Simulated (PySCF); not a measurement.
# Si 2p3/2 core levels and what the atom is bonded to

Gas-phase molecules, one conformer each, relaxed by PBE0-D3(BJ)/def2-SVP with no frequency check. Core levels by delta-SCF with SCAN, pcX-2 on the ionised atom and pcseg-1 elsewhere, spin-free X2C (2p3/2 is the spin-free 2p value less a third of a first-order spin-orbit splitting); energies from the vacuum level.

```
              structure (SMILES)             Si bonded to  mean electronegativity of these (Pauling)  Si 2p3/2 (eV)
     [SiH3][Si]([SiH3])([SiH3])S               1 S + 3 Si                                       2.07         106.35
[F][GeH]([CH2][SiH3])[CH2][SiH3]                1 C + 3 H                                       2.29         106.87
         Cl[SiH2][SiH]1N[SiH2]N1        1 Cl + 1 Si + 2 H                                       2.37         107.21
  F[Si]([GeH3])([GeH3])[O][GeH3]         1 F + 2 Ge + 1 O                                       2.86              ?
         F[Si](F)([SiH3])B[SiH3]         1 B + 2 F + 1 Si                                       2.98         108.18
         OB(O)O[Si](F)(Cl)[GeH3]  1 Cl + 1 F + 1 Ge + 1 O                                       3.15         108.91
             F[Si](F)(Cl)O[SiH3]         1 Cl + 2 F + 1 O                                       3.64         110.42
```

Q: Fit a straight line to the complete rows and predict the core level of Si in F[Si]([GeH3])([GeH3])[O][GeH3], bonded to 1 F + 2 Ge + 1 O.

A: E = 101.201 + 2.469·χ (6 points, rms 0.20 eV, correlation 0.990). At 2.86 this gives 108.26 eV; the calculation itself gave 107.65 eV, so the fit is off by 0.61.

For scale, for F[Si]([GeH3])([GeH3])[O][GeH3]: hardware: 1 thread of AMD EPYC 7R43 64-Core (x86_64), shared host; wall time 47 s, peak memory 0.76 GiB, launched as `OMP_NUM_THREADS=1 python cluster_run.py task.json out`.
